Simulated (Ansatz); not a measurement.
Pulling the pair apart

The pair of CH₃Cl (SMILES CCl, atoms 1–5) and SbH₃ (SMILES [SbH3], atoms 6–9), both closed shells, in one local arrangement (a lower one may exist), relaxed at PBE0-D4/def2-TZVP:

C1  (0.058, 0.297, -1.782)
Cl2  (-1.101, -0.989, -1.392)
H3  (0.513, 0.642, -0.856)
H4  (-0.479, 1.109, -2.267)
H5  (0.814, -0.111, -2.448)
Sb6  (-0.445, -0.764, 2.249)
H7  (-0.760, 0.773, 1.575)
H8  (1.006, -0.906, 1.359)
H9  (0.394, -0.051, 3.561)
(Å)

SbH₃ is shifted rigidly along the line between the mean atom positions of the two fragments (negative: closer). Counterpoise interaction energies in kJ/mol. Ansatz 0.2.0; basis: def2-TZVPPD; cores frozen in the correlated methods. Filled d shells of the heavier atoms are correlated. Core potentials replace the inner electrons of the atoms past krypton. The def2 sets are not built for correlating such inner shells, so the correlated values are less sure here.

```tsv
shift (Å)	MP2	r2SCAN-D4	HF
-0.37	-4.6	-4.1	14.7
-0.19	-8.0	-7.5	6.8
0.00	-9.0	-8.4	2.4
0.19	-8.6	-8.1	0.1
0.44	-7.3	-6.9	-1.3
0.93	-4.7	-4.4	-1.6
1.85	-1.8	-1.7	-0.8
3.71	-0.4	-0.4	-0.3
```

Problem. What does CCSD(T) give at these shifts? (An estimate is asked for; the value comes from the calculation.)

Solution. Computed: -1.4, -5.7, -7.2, -7.3, -6.4, -4.2, -1.6, -0.4 kJ/mol. For zero shift, CCSD(T) at an estimated basis limit (MP2 extrapolated from triple and quadruple zeta, plus CCSD(T) − MP2 in triple zeta) gives -9.3 kJ/mol. These are counterpoise interaction energies, counted from the two frozen fragments.

No T1 diagnostic of these runs exceeds 0.013.

For scale, one of the runs: CCSD(T)/def2-TZVPPD, 246 basis functions, launched by `ansatz run in.yaml --threads 4 --pin off --events-out ev --progress --plain --max-ram 9574MiB`. Time: 44 s of wall clock on 4 CPU threads of an Intel Xeon 6975P-C; the host was shared. Peak host memory: 5.5 GiB.
